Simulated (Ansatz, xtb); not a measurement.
Relative energy of two isomers of C7H8Si

Structure a is `CC#C[SiH]1C=CC=C1`, a singlet and structure b is `C#C[Si@@H]1C=CC=C1C`, a singlet. Both are isolated molecules in the gas phase, relaxed with PBE0-D3(BJ)/def2-SVP.

Problem. Which of the two would you expect CCSD(T)/def2-SVP + ΔMP2/def2-TZVPP electronic energies to favour?

Solution. Structure a; the calculation gives E(b) − E(a) = +0.158 eV.

Level by level:

```
                             level              geometry  E(b) − E(a) (eV)  departure from the last row (eV)  job, with rough time for the two
                          GFN2-xTB              GFN2-xTB              +0.163                            +0.005              optimisation, 0.14 s
                         HF/STO-3G              GFN2-xTB              +0.183                            +0.025              single point, 0.36 s
                r2SCAN-D4/def2-SVP              GFN2-xTB              +0.227                            +0.069               single point, 3.2 s
              PBE0-D3(BJ)/def2-SVP  PBE0-D3(BJ)/def2-SVP              +0.205                            +0.047                optimisation, 38 s
                       HF/def2-SVP  PBE0-D3(BJ)/def2-SVP              +0.243                            +0.085           part of the CCSD(T) run
                      MP2/def2-SVP  PBE0-D3(BJ)/def2-SVP              +0.143                            −0.015           part of the CCSD(T) run
                  CCSD(T)/def2-SVP  PBE0-D3(BJ)/def2-SVP              +0.147                            −0.011                      single point
CCSD(T)/def2-SVP + ΔMP2/def2-TZVPP  PBE0-D3(BJ)/def2-SVP              +0.158                                                  single point, 81 s
```

As drawn, both hold the same kinds of bond in the same numbers.

None of the levels shown reverses the order. The largest departure from CCSD(T)/def2-SVP + ΔMP2/def2-TZVPP is that of HF/def2-SVP, 0.085 eV. A small imaginary or near-zero mode remains, so no thermal terms are given. The last row adds to CCSD(T) the change of the MP2 difference between the two basis sets, here +0.011 eV.

The correlated steps freeze 12 core orbitals. Programs: Ansatz 0.2.0, xtb 6.7.1; the last row on 4 threads of Arm Neoverse V2 on a shared host.
